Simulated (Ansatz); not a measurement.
BiCl₃. Total charge 0; singlet. Geometry r2SCAN-D4/def2-SVP, basis def2-TZVP, Ansatz.

```xyz
4

Bi    0.115   -0.065    0.875
Cl    0.249   -2.117   -0.490
Cl    1.663    1.360   -0.415
Cl   -2.027    0.823    0.029
```

| run | HOMO (eV) | LUMO (eV) |
| --- | --- | --- |
| A | -11.39 | 0.56 |
| B | -8.82 | -2.55 |
| C | -7.96 | -3.11 |
| D | -7.94 | -3.02 |
| E | -10.99 | -0.63 |
| F | -7.55 | -3.15 |

In the def2 sets Bi takes a core potential; there is no spin–orbit coupling.

Task: The runs used B97M-V, HF, PBE0, r2SCAN, revPBE, ωB97X-V. Estimate which is which.

Result: A HF (100 % exact exchange); B PBE0 (25 % exact exchange); C r2SCAN (0 % exact exchange); D B97M-V (0 % exact exchange); E ωB97X-V (range-separated); F revPBE (0 % exact exchange). Exact exchange lowers occupied and raises empty levels; among semilocal functionals meta-GGAs tend to open the gap a little, and such runs are hard to tell apart. The gap grows from 4.40 eV (revPBE) to 11.95 eV (HF).
